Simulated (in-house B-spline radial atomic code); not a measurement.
Configurations of Mn IV (Mn3+), with energies counted from [Ar] 3d4. Method: non-relativistic B3LYP, spin-polarised, spherical fractional occupations, exact exchange averaged over the configuration, point nucleus. Calculated with a B-spline radial code for spherical atoms. Shells without spins written out take the highest spin.

Occupations are held fixed; configurations that lie above the ionisation limit could autoionise.

| configuration | E - E(ref) (eV) | highest orbital | its <r> (bohr) |
| --- | --- | --- | --- |
| [Ar] 3d3 4s1 | 14.652 | 4s up | 2.257 |
| [Ne] 3s2 3p5 3d4 4s1 | 58.624 | 4s up | 2.242 |
| [Ne] 3s2 3p5 3d4 4p1 | 65.731 | 4p up | 2.513 |

(1) Order these further configurations by energy, lowest first.
A. [Ne] 3s2 3p5 3d5
B. [Ne] 3s2 3p5 3d4 4f1
C. [Ar] 3d3 4f1
D. [Ar] 3d3 4p1

Results:

(1) D (21.699 eV), C (38.445 eV), A (42.811 eV), B (82.652 eV).
